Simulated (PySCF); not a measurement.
Zr(2+) (zirconium, charge +2) across methods

[Kr] 4d1 5s1, high-spin 3D determinant (an excited configuration). Calculation: PySCF 2.14, in aug-cc-pwCVTZ-PP with ECP28MDF (8s8p7d4f3g, 122 functions); a scalar-relativistic core potential.

```tsv
method	E (hartree)	mean ε 4p β (eV)	mean ε 4d α (eV)	mean ε 5s α (eV)	Σ⟨r²⟩ (bohr²)	⟨S²⟩
TPSSh	-45.9378	-50.778	-21.163	-18.104	31.14	2.001
PBE	-45.9477	-49.698	-20.494	-17.996	31.06	2.001
HSE06	-45.9402	-51.473	-21.484	-18.337	31.09	2.001
UHF	-45.57936	-57.303	-25.462	-20.169	31.65	2.003
LDA	-45.8020	-49.612	-20.302	-18.250	31.09	2.000
M06-L	-45.9468	-50.300	-20.439	-17.709	30.90	2.002
r2SCAN	-45.9660	-50.538	-20.833	-18.129	31.09	2.002
```

**Question.** Estimate the same row for PBE0.

**Answer.** E (hartree) = -45.9400; mean ε 4p β (eV) = -51.894; mean ε 4d α (eV) = -21.905; mean ε 5s α (eV) = -18.658; Σ⟨r²⟩ (bohr²) = 31.11; ⟨S²⟩ = 2.001.

Energies and moments cover only the electrons outside the core potential.
